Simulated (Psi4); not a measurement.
C$_{3}$H$_{4}$N$_{2}$, charge +1, doublet, geometry from GFN2-xTB (a state made from the parent by changing its charge; the spin is typed, not shown lowest); BLYP/STO-3G (Psi4 1.11).

Psi4 was given this input:
```
memory 2 GB

molecule {
1 2
C    -0.87340843   -0.80923459    0.02324144
C    -0.93582723    0.56936153   -0.31395968
N     0.30855361    1.04717364   -0.14442309
C     1.11723326   -0.00347199    0.16146451
N     0.38254689   -1.08303382    0.31406948
H    -1.68251541   -1.50683412    0.15350116
H    -1.80191694    1.18026766   -0.50109949
H     0.61014762    2.00027835   -0.32430367
H     2.18859565    0.03737954    0.25989957
}

set {
  basis sto-3g
  reference uks
}

energy('blyp')
print_variables()
```

The log (banner, timings and long lists left out):

```
   => Loading Basis Set <=

    Name: STO-3G
    Role: ORBITAL
    Keyword: BASIS

         ---------------------------------------------------------
                                   SCF
               by Justin Turney, Rob Parrish, Andy Simmonett
                          and Daniel G. A. Smith
                              UKS Reference
         ---------------------------------------------------------

  ==> Geometry <==

    Molecular point group: c1
    Full point group: C1

    Geometry (in Angstrom), charge = 1, multiplicity = 2:

       Center              X                  Y                   Z               Mass
    ------------   -----------------  -----------------  -----------------  -----------------
         C           -0.883438906532    -0.784280500374     0.017225637781    12.000000000000
         C           -0.945857706532     0.594315619626    -0.319975482219    12.000000000000
         N            0.298523133468     1.072127729626    -0.150438892219    14.003074004430
         C            1.107202783468     0.021482099626     0.155448707781    12.000000000000
         N            0.372516413468    -1.058079730374     0.308053677781    14.003074004430
         H           -1.692545886532    -1.481880030374     0.147485357781     1.007825032230
         H           -1.811947416532     1.205221749626    -0.507115292219     1.007825032230
         H            0.600117143468     2.025232439626    -0.330319472219     1.007825032230
         H            2.178565173468     0.062333629626     0.253883767781     1.007825032230

  Running in c1 symmetry.

  Rotational constants: A =      0.33427  B =      0.31328  C =      0.16190 [cm^-1]
  Rotational constants: A =  10021.14097  B =   9391.98356  C =   4853.66231 [MHz]
  Nuclear repulsion =  164.305605138365081

  Charge       = 1
  Multiplicity = 2
  Electrons    = 35
  Nalpha       = 18
  Nbeta        = 17

  ==> Algorithm <==

  SCF Algorithm Type is DF.
  DIIS enabled.
  MOM disabled.
  Fractional occupation disabled.
  Guess Type is SAD.
  Energy threshold   = 1.00e-06
  Density threshold  = 1.00e-06
  Integral threshold = 1.00e-12

  ==> Primary Basis <==

  Basis Set: STO-3G
    Blend: STO-3G
    Number of shells: 19
    Number of basis functions: 29
    Number of Cartesian functions: 29
    Spherical Harmonics?: true
    Max angular momentum: 1

  ==> DFT Potential <==

   => LibXC <=

    Version 7.1.2
    S. Lehtola, C. Steigemann, M. J. T. Oliveira, and M. A. L. Marques,  SoftwareX 7, 1–5 (2018) (10.1016/j.softx.2017.11.002)

   => Composite Functional: BLYP <=

    BLYP GGA Exchange-Correlation Functional

    P.J. Stephens et. al., J. Phys. Chem., 98, 11623-11627, 1994
    B. Miehlich et. al., Chem. Phys. Lett., 157(3), 200-206 1989

    Deriv               =              1
    GGA                 =           TRUE
    Meta                =          FALSE

    Exchange Hybrid     =          FALSE
    MP2 Hybrid          =          FALSE

   => Exchange Functionals <=

    1.0000     XC_GGA_X_B88

   => Correlation Functionals <=

    1.0000     XC_GGA_C_LYP

   => LibXC Density Thresholds  <==

    XC_GGA_C_LYP:  1.00E-14
    XC_GGA_X_B88:  1.00E-15

   => Molecular Quadrature <=

    Radial Scheme          =       TREUTLER
    Pruning Scheme         =           NONE
    Nuclear Scheme         =       TREUTLER

    Blocking Scheme        =         OCTREE
    BS radius alpha        =              1
    Pruning alpha          =              1
    Radial Points          =             75
    Spherical Points       =            302
    Total Points           =         189954
    Total Blocks           =           1461
    Max Points             =            255
    Max Functions          =             29
    Weights Tolerance      =       1.00E-15

   => Loading Basis Set <=

    Name: (STO-3G AUX)
    Role: JKFIT
    Keyword: DF_BASIS_SCF

  ==> Integral Setup <==

  SCF_SUBTYPE=INCORE selected. In-core MEM_DF algorithm will be used.
  Using in-core AOs.

  ==> MemDFJK: Density-Fitted J/K Matrices <==

    J tasked:                   Yes
    K tasked:                    No
    wK tasked:                   No
    Algorithm:                 Core
    Schwarz Cutoff:           1E-12
    Mask sparsity (%):       1.1891
    Fitting Condition:        1E-10

   => Auxiliary Basis Set <=

  Basis Set: (STO-3G AUX)
    Blend: DEF2-UNIVERSAL-JKFIT
    Number of shells: 149
    Number of basis functions: 451
    Number of Cartesian functions: 533
    Spherical Harmonics?: true
    Max angular momentum: 4

  Minimum eigenvalue in the overlap matrix is 1.9001860575E-01.
  Reciprocal condition number of the overlap matrix is 7.3578205319E-02.
    Using symmetric orthogonalization.

  ==> Pre-Iterations <==

  SCF Guess: Superposition of Atomic Densities via on-the-fly atomic UHF (no occupation information).

   -------------------------
    Irrep   Nso     Nmo
   -------------------------
     A         29      29
   -------------------------
    Total      29      29
   -------------------------

  ==> Iterations <==

                           Total Energy        Delta E     RMS |[F,P]|

   @DF-UKS iter SAD:  -221.76126092073389   -2.21761e+02   0.00000e+00
   @DF-UKS iter   1:  -222.82987152464648   -1.06861e+00   1.34502e-02 DIIS/ADIIS
   @DF-UKS iter   2:  -220.99013458663319    1.83974e+00   5.00584e-02 DIIS/ADIIS
   @DF-UKS iter   3:  -222.82252190194129   -1.83239e+00   1.43120e-02 DIIS/ADIIS
   @DF-UKS iter   4:  -222.93772891747250   -1.15207e-01   2.68684e-03 DIIS/ADIIS
   @DF-UKS iter   5:  -222.94081302170400   -3.08410e-03   1.46780e-03 DIIS/ADIIS
   @DF-UKS iter   6:  -222.94029164257302    5.21379e-04   1.71808e-03 DIIS/ADIIS
   @DF-UKS iter   7:  -222.94188351095593   -1.59187e-03   6.39595e-04 DIIS/ADIIS
   @DF-UKS iter   8:  -222.94208621648167   -2.02706e-04   2.56901e-04 DIIS/ADIIS
   @DF-UKS iter   9:  -222.94203617242849    5.00441e-05   3.84819e-04 DIIS/ADIIS
   @DF-UKS iter  10:  -222.94212053406156   -8.43616e-05   9.06510e-05 DIIS
   @DF-UKS iter  11:  -222.94212527240833   -4.73835e-06   2.73990e-05 DIIS
   @DF-UKS iter  12:  -222.94212562683896   -3.54431e-07   1.51359e-05 DIIS
   @DF-UKS iter  13:  -222.94212575636197   -1.29523e-07   5.02817e-06 DIIS
   @DF-UKS iter  14:  -222.94212577251687   -1.61549e-08   3.53778e-07 DIIS
  Energy and wave function converged.

  ==> Post-Iterations <==

   Electrons on quadrature grid:
      Nalpha   =   18.0000039098 ; deviation = 3.910e-06
      Nbeta    =   17.0000036027 ; deviation = 3.603e-06
      Ntotal   =   35.0000075124 ; deviation = 7.512e-06

   @Spin Contamination Metric:   4.066071141E-03
   @S^2 Expected:                7.500000000E-01
   @S^2 Observed:                7.540660711E-01
   @S   Expected:                5.000000000E-01
   @S   Observed:                5.000000000E-01

    Orbital Energies [Eh]
    ---------------------

    Alpha Occupied:

       1A    -14.256531     2A    -14.181222     3A    -10.140032
       4A    -10.111972     5A    -10.090030     6A     -1.210467
       7A     -1.067639     8A     -0.929971     9A     -0.809841
      10A     -0.781941    11A     -0.750457    12A     -0.646238
      13A     -0.635671    14A     -0.629831    15A     -0.613328
      16A     -0.492599    17A     -0.453683    18A     -0.443613

    Alpha Virtual:

      19A     -0.226892    20A     -0.183039    21A      0.006171
      22A      0.037801    23A      0.070651    24A      0.080599
      25A      0.106745    26A      0.156389    27A      0.273904
      28A      0.299849    29A      0.361155

    Beta Occupied:

       1A    -14.256916     2A    -14.177198     3A    -10.136600
       4A    -10.108247     5A    -10.087853     6A     -1.203811
       7A     -1.062216     8A     -0.917769     9A     -0.804265
      10A     -0.774939    11A     -0.744559    12A     -0.640487
      13A     -0.627815    14A     -0.621344    15A     -0.607013
      16A     -0.484579    17A     -0.423202

    Beta Virtual:

      18A     -0.409492    19A     -0.203746    20A     -0.159525
      21A      0.008165    22A      0.044684    23A      0.077572
      24A      0.089805    25A      0.119221    26A      0.163282
      27A      0.283991    28A      0.309011    29A      0.369452

    Final Occupation by Irrep:
              A
    DOCC [    17 ]
    SOCC [     1 ]
    NA   [    18 ]
    NB   [    17 ]

  @DF-UKS Final Energy:  -222.94212577251687

   => Energetics <=

    Nuclear Repulsion Energy =            164.3056051383650811
    One-Electron Energy =                -616.3260268470716028
    Two-Electron Energy =                 260.0438416067036087
    DFT Exchange-Correlation Energy =     -30.9655456705139578
    Empirical Dispersion Energy =           0.0000000000000000
    VV10 Nonlocal Energy =                  0.0000000000000000
    Total Energy =                       -222.9421257725168743

  UHF NO Occupations:
  HONO-2 :   16  A 1.9992693
  HONO-1 :   17  A 1.9989304
  HONO-0 :   18  A 1.0000000
  LUNO+0 :   19  A 0.0010696
  LUNO+1 :   20  A 0.0007307
  LUNO+2 :   21  A 0.0000894
  LUNO+3 :   22  A 0.0000506

Computation Completed

Properties will be evaluated at   0.000000,   0.000000,   0.000000 [a0]

Properties computed using the SCF density matrix

 Multipole Moments:

 ------------------------------------------------------------------------------------
     Multipole            Electronic (a.u.)      Nuclear  (a.u.)        Total (a.u.)
 ------------------------------------------------------------------------------------

 L = 1.  Multiply by 2.5417464519 to convert [e a0] to [Debye]
 Dipole X            :          0.6090193           -0.6823747           -0.0733554
 Dipole Y            :         -0.5403678            1.6976300            1.1572622
 Dipole Z            :          0.1399388           -0.4092560           -0.2693172
 Magnitude           :                                                    1.1904489

 ------------------------------------------------------------------------------------

  Variable Map:
  ----------------------------------------------------------------------------
  "CURRENT ENERGY"              =>    -222.942125772517
  "CURRENT REFERENCE ENERGY"    =>    -222.942125772517
  "DD SOLVATION ENERGY"         =>       0.000000000000
  "DFT FUNCTIONAL TOTAL ENERGY" =>    -222.942125772517
  "DFT TOTAL ENERGY"            =>    -222.942125772517
  "DFT VV10 ENERGY"             =>       0.000000000000
  "DFT XC ENERGY"               =>     -30.965545670514
  "GRID ELECTRONS ALPHA"        =>      18.000003909765
  "GRID ELECTRONS BETA"         =>      17.000003602658
  "GRID ELECTRONS TOTAL"        =>      35.000007512423
  "NUCLEAR REPULSION ENERGY"    =>     164.305605138365
  "ONE-ELECTRON ENERGY"         =>    -616.326026847072
  "PCM POLARIZATION ENERGY"     =>       0.000000000000
  "PE ENERGY"                   =>       0.000000000000
  "SCF ITERATION ENERGY"        =>    -222.942125772517
  "SCF ITERATIONS"              =>      14.000000000000
  "SCF TOTAL ENERGY"            =>    -222.942125772517
  "TWO-ELECTRON ENERGY"         =>     260.043841606704
  "XC GRID RADIAL POINTS"       =>      75.000000000000
  "XC GRID SPHERICAL POINTS"    =>     302.000000000000
  "XC GRID TOTAL POINTS"        =>  189954.000000000000

  Array Variable Map:
  ----------------------------------------------------------------------------
  "CURRENT DIPOLE"              =>      -0.073355373205 ... -0.269317246893 1 by 3
  "SCF DIPOLE"                  =>      -0.073355373205 ... -0.269317246893 1 by 3
  "SCF TOTAL ENERGIES"          =>    -221.761260920734 ... -222.942125772517 1 by 15
```
